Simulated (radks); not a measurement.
V II, configuration [Ar] 3d3.5 4p0.5 (fractional occupations, a model configuration). All-electron calculation, non-relativistic Kohn-Sham, PBE, spin-polarised, spherical densities, point nucleus; open shells are filled with parallel spins first. Program: a radial shooting solver on a logarithmic mesh with Libxc functionals.

Normalised radial functions P(r) = r R(r), r in bohr:

r,3p up,3p down
0.009897,0.0116,0.0116
0.01143,0.0153,0.0152
0.0131,0.0197,0.0196
0.015,0.0252,0.0252
0.01719,0.0323,0.0322
0.01985,0.0418,0.0417
0.02274,0.0531,0.0530
0.02606,0.0671,0.0670
0.02985,0.0844,0.0842
0.0342,0.1054,0.1052
0.0395,0.1324,0.1321
0.04525,0.1629,0.1625
0.05184,0.1985,0.1980
0.0594,0.2392,0.2386
0.0686,0.2877,0.2869
0.07859,0.3373,0.3365
0.09004,0.3891,0.3880
0.1032,0.4400,0.4388
0.1182,0.4864,0.4850
0.1365,0.5247,0.5231
0.1564,0.5442,0.5424
0.1792,0.5403,0.5383
0.2053,0.5059,0.5037
0.237,0.4295,0.4271
0.2716,0.3157,0.3131
0.3111,0.1614,0.1588
0.3565,-0.0284,-0.0310
0.4084,-0.2434,-0.2456
0.4717,-0.4805,-0.4820
0.5404,-0.6929,-0.6934
0.6191,-0.8725,-0.8720
0.7093,-0.9989,-0.9982
0.8191,-1.0598,-1.0591
0.9385,-1.0443,-1.0436
1.075,-0.9651,-0.9642
1.232,-0.8377,-0.8368
1.411,-0.6827,-0.6822
1.63,-0.5121,-0.5125
1.867,-0.3635,-0.3654
2.139,-0.2394,-0.2425
2.451,-0.1453,-0.1485
2.831,-0.0774,-0.0799
3.243,-0.0384,-0.0400
3.715,-0.0169,-0.0177
4.257,-0.0065,-0.0069
4.877,-0.0022,-0.0023
5.632,-0.0005,-0.0006
6.453,-0.0001,-0.0001
7.393,0.0000,0.0000
8.47,0.0000,0.0000
9.782,0.0000,0.0000
11.21,0.0000,0.0000
12.84,0.0000,0.0000

3p up: eigenvalue -50.635 eV, 1 radial node at r = 0.350 bohr, <r> = 1.03 bohr, 90 % of the charge inside 1.58 bohr. 3p down: eigenvalue -47.430 eV, 1 radial node at r = 0.349 bohr, <r> = 1.03 bohr, 90 % of the charge inside 1.59 bohr.
